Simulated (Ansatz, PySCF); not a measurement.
Process, species as SMILES: O=CO → O=[C]O + H atom (the C-H bond at the site shown breaks; other sites are not compared here)
Structures are relaxed separately at B3LYP-D3(BJ)/def2-TZVP in Ansatz (an electronic-structure program), one conformer each, not searched for the lowest.

Quantity: bond dissociation energy (enthalpy at 298 K, with B3LYP-D3(BJ) rigid-rotor harmonic-oscillator terms from PySCF), in kJ/mol. Valence correlation only, unless marked. Open shells are spin-unrestricted. No spin-orbit coupling. Non-relativistic. Basis-set limits of correlation are two-point, X^-3; Hartree-Fock from the larger set. The bracket is a focal-point correction in the basis named.

RI-MP2/CBS(aug-cc-pVTZ,aug-cc-pVQZ)+[CCSD(T)-MP2]/aug-cc-pVTZ (Ansatz) gives 421.5 kJ/mol.

**Question.** Another calculation gave 442.3 kJ/mol. Which level was it?
A. wB97M-V/def2-TZVPD (Ansatz)
B. SVWN5/def2-TZVPD (Ansatz)
C. HF/def2-TZVPD (PySCF)
D. M06-L/def2-TZVPD (PySCF)

**Answer.** B, SVWN5/def2-TZVPD (Ansatz). The others give 401.1 (M06-L), 327.6 (HF), 417.0 (wB97M-V) kJ/mol.
